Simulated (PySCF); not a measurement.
C₂H₆N₂OSi, SMILES N[Si@@H]1COC=N1.

Geometry: B3LYP-D3(BJ)/def2-SVP. The structure was generated by enumeration; whether it is a known compound was not checked. One conformer was computed; it need not be the lowest.

Computed with r2SCAN/def2-TZVP (PySCF).

```yaml
total_energy: -554.03358 hartree
highest_occupied_level: -6.25 eV
lowest_empty_level: -0.78 eV
orbital_gap: 5.46 eV
dipole_moment: 1.75 D
quadrupole, principal values (traceless, Buckingham form, about the centre of nuclear charge): -6.89, 0.83, 6.06 D·Å
mean_static_polarisability: 62.9 bohr³ (9.32 Å³)
polarisability_principal_values: 52.4, 62.3, 73.9 bohr³
```
